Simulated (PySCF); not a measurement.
# How the method changes the shape and vibrations of ClFH3NSi

Calculated results; nothing here was measured. They come from PySCF 2.14.0, an open-source quantum chemistry program, on an isolated molecule that a program drew, which may never have been made. The molecule is ClFH3NSi (charge 0, singlet), drawn as the SMILES string `N[SiH](F)Cl`.

The geometry was optimised and harmonic frequencies were computed with HF and MP2, all in the cc-pV(D+d)Z basis, for the commonest isotopes, with a restricted reference for singlets and an unrestricted one otherwise, and a frozen core in MP2. Each result is a local minimum of its method.

Geometry at the HF minimum:
```xyz
7
ClFH3NSi, angstrom
N    -0.6681    1.6644    0.6046
Si    0.1185    0.3123   -0.0213
F    -0.2551   -0.0098   -1.5523
Cl   -0.4721   -1.3346    1.0469
H    -0.4048    2.5856    0.3080
H    -1.6343    1.6260    0.8695
H     1.5682    0.4756    0.0184
```

Lengths of the bonds as drawn, in Å (atoms numbered as above):
```
   bond     HF    MP2
 N1-Si2  1.685  1.701
 Si2-F3  1.608  1.629
Si2-Cl4  2.050  2.047
  N1-H5  1.003  1.018
  N1-H6  1.003  1.018
 Si2-H7  1.459  1.465
```

Rotational constants, in GHz:
```
constant,HF,MP2
A,6.374,6.221
B,3.492,3.486
C,2.502,2.473
```

Harmonic frequencies in cm^-1, each column in rising order, so a row needn't be the same motion in every method:
```
rank,HF,MP2
1,170,175
2,265,252
3,286,284
4,350,342
5,426,448
6,565,?
7,779,739
8,867,831
9,933,899
10,960,920
11,996,959
12,1684,1564
13,2422,2365
14,3777,3594
15,3873,3701
```

**Estimate the missing MP2 frequency from the HF column.**

A single factor s that minimises the squared misfit of MP2 against s times HF over the other rows is sum(HF x MP2) / sum(HF^2) = 0.9563, with an rms misfit of 22 cm^-1. For rank 6 it gives 0.9563 x 565 = 540 cm^-1. The calculation gives 561 cm^-1, 21 cm^-1 above the estimate. The drawn bonds are on average 0.9 % longer in MP2 than in HF.
